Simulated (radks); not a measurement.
Results of a calculation; reference values are marked as such.
Sb1.625+, configuration [Kr] 4d9.375 5s2 5p2 (fractional occupations, a model configuration).

Code: a radial shooting solver on a logarithmic mesh with Libxc functionals. Model: Dirac Kohn-Sham, PBEsol, spin-unpolarised, spherical densities, finite nucleus; open shells are shared between the two j in proportion to 2j + 1; Fermi nuclear charge, rms radius 4.6802 fm.

Energy parts (hartree):
| part | energy |
|---|---|
| total | -6479.10459 |
| kinetic | 6836.24019 |
| electron-nucleus | -15701.51803 |
| Hartree | 2553.22052 |
| exchange-correlation | -167.04727 |

Orbitals (lengths in bohr, moments of r in powers of bohr; r(90%) holds 90 % of the orbital's charge):
| orbital | occ. | eigenvalue (hartree) | r(90%) | small-component weight |
|---|---|---|---|---|
| 1s1/2 | 2 | -1113.050 | 0.0511 | 3.51e-02 |
| 2s1/2 | 2 | -169.9715 | 0.189 | 7.46e-03 |
| 2p1/2 | 2 | -159.0916 | 0.169 | 7.49e-03 |
| 2p3/2 | 4 | -149.8451 | 0.177 | 7.13e-03 |
| 3s1/2 | 2 | -33.91075 | 0.486 | 2.17e-03 |
| 3p1/2 | 2 | -29.46199 | 0.483 | 2.12e-03 |
| 3p3/2 | 4 | -27.75551 | 0.499 | 2.02e-03 |
| 3d3/2 | 4 | -19.89190 | 0.478 | 1.91e-03 |
| 3d5/2 | 6 | -19.53703 | 0.483 | 1.88e-03 |
| 4s1/2 | 2 | -6.16976 | 1.14 | 6.04e-04 |
| 4p1/2 | 2 | -4.65952 | 1.22 | 5.44e-04 |
| 4p3/2 | 4 | -4.33951 | 1.26 | 5.14e-04 |
| 4d3/2 | 3.75 | -1.94081 | 1.54 | 3.74e-04 |
| 4d5/2 | 5.625 | -1.89343 | 1.56 | 3.67e-04 |
| 5s1/2 | 2 | -1.01616 | 2.99 | 1.03e-04 |
| 5p1/2 | 0.666667 | -0.68873 | 3.54 | 7.52e-05 |
| 5p3/2 | 1.33333 | -0.65515 | 3.66 | 7.05e-05 |

The highest occupied level is 5p3/2 at -17.827 eV. Summed over all electrons, <r^2> = 43.23 bohr^2, which gives a Langevin (diamagnetic) susceptibility term of -34.2 x 10^-6 cm^3/mol. The density falls to 0.001 e/bohr^3 at r = 4.07 bohr. The electron density at the nucleus is 2.087e+05 e/bohr^3.
